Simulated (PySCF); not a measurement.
Species: C6H9F3O2.
SMILES with atom numbers: `[CH3:1][O:2]/[C:3]([CH3:4])=[CH:5]/[CH2:6][O:7][C:8]([F:9])([F:10])[F:11]` (hydrogens: H12, H13, H14 on C1; H15, H16, H17 on C4; H18 on C5; H19, H20 on C6)

The same species was optimised twice, with GFN2-xTB and with PBE0-D3(BJ)/def2-SVP (PySCF), and the same property calculations (PySCF, gas phase) were run on both structures.

| coordinate | GFN2-xTB | PBE0-D3(BJ)/def2-SVP | change |
| --- | --- | --- | --- |
| O7–C8 (Å) | 1.310 | 1.330 | +0.020 |
| C6–O7 (Å) | 1.464 | 1.447 | -0.017 |
| C3=C5 (Å) | 1.338 | 1.349 | +0.011 |
| C8–F11 (Å) | 1.350 | 1.339 | -0.011 |
| O2–C3 (Å) | 1.351 | 1.343 | -0.008 |
| C8–F10 (Å) | 1.331 | 1.323 | -0.008 |
| C8–F9 (Å) | 1.349 | 1.342 | -0.007 |
| C1–O2 (Å) | 1.409 | 1.402 | -0.007 |
| C5–C6 (Å) | 1.491 | 1.489 | -0.002 |
| C3–C4 (Å) | 1.500 | 1.498 | -0.002 |
| C6–O7–C8 (°) | 116.2 | 117.9 | +1.7 |
| F9–C8–F11 (°) | 104.6 | 106.3 | +1.7 |
| C5–C6–O7 (°) | 113.0 | 114.6 | +1.6 |
| O7–C8–F11 (°) | 114.9 | 113.3 | -1.6 |
| F10–C8–F11 (°) | 106.2 | 107.7 | +1.5 |
| O7–C8–F9 (°) | 114.2 | 112.7 | -1.5 |
| F9–C8–F10 (°) | 106.7 | 108.2 | +1.5 |
| O7–C8–F10 (°) | 109.6 | 108.5 | -1.1 |
| C1–O2–C3–C4 (°) | -177 | -178 | -1 |
| C3–C5–C6–O7 (°) | 72 | 76 | +4 |
| C5–C6–O7–C8 (°) | 66 | 70 | +4 |
| C6–O7–C8–F9 (°) | 54 | 50 | -4 |

Rotational constants: A = 1973, B = 607.6, C = 561.9 MHz (GFN2-xTB) against A = 2011, B = 579.2, C = 534.8 MHz (PBE0-D3(BJ)/def2-SVP). Point groups within 0.08 Å: C1 and C1.

On the GFN2-xTB structure: HOMO (eV) -6.82 [PBE0/pcSseg-1]; LUMO (eV) 0.17 [PBE0/pcSseg-1]; dipole (D) 3.15 [PBE0/pcSseg-1]; GIAO shielding of C1 (ppm) 130.8 [PBE0/pcSseg-1]; GIAO shielding of O2 (ppm) 196.5 [PBE0/pcSseg-1]; GIAO shielding of C3 (ppm) 13.1 [PBE0/pcSseg-1]; GIAO shielding of C4 (ppm) 166.9 [PBE0/pcSseg-1]; GIAO shielding of C5 (ppm) 93.0 [PBE0/pcSseg-1]; GIAO shielding of C6 (ppm) 118.6 [PBE0/pcSseg-1]; GIAO shielding of O7 (ppm) 210.9 [PBE0/pcSseg-1]; GIAO shielding of C8 (ppm) 55.4 [PBE0/pcSseg-1].

What do these properties become on the PBE0-D3(BJ)/def2-SVP structure?

```
                                    property          level  on GFN2-xTB  on PBE0-D3(BJ)/def2-SVP  change
                                   HOMO (eV)  PBE0/pcSseg-1        -6.82                    -6.78   +0.04
                                   LUMO (eV)  PBE0/pcSseg-1         0.17                     0.20   +0.03
                                  dipole (D)  PBE0/pcSseg-1         3.15                     2.97   -0.18
energy, GFN2-xTB geometry as zero (kcal/mol)  PBE0/pcSseg-1          0.0                     -1.1    -1.1
                  GIAO shielding of C1 (ppm)  PBE0/pcSseg-1        130.8                    130.0    -0.8
                  GIAO shielding of O2 (ppm)  PBE0/pcSseg-1        196.5                    195.5    -1.0
                  GIAO shielding of C3 (ppm)  PBE0/pcSseg-1         13.1                     12.4    -0.7
                  GIAO shielding of C4 (ppm)  PBE0/pcSseg-1        166.9                    165.4    -1.5
                  GIAO shielding of C5 (ppm)  PBE0/pcSseg-1         93.0                     91.4    -1.6
                  GIAO shielding of C6 (ppm)  PBE0/pcSseg-1        118.6                    121.0    +2.4
                  GIAO shielding of O7 (ppm)  PBE0/pcSseg-1        210.9                    207.9    -3.0
                  GIAO shielding of C8 (ppm)  PBE0/pcSseg-1         55.4                     55.8    +0.4
```

The heavy atoms differ by 0.095 Å rms after alignment. Among bonds between heavy atoms O7–C8 changes most (+0.020 Å). Changes are differences of the printed values. Neither structure is proved a minimum here.

Shape of the structure used: `[CH3:1][O:2]/[C:3]([CH3:4])=[CH:5]/[CH2:6][O:7][C:8]([F:9])([F:10])[F:11]`: C1–O2–C3–C4 -178°, C3–C5–C6–O7 76°, C5–C6–O7–C8 70°, C6–O7–C8–F9 50°.
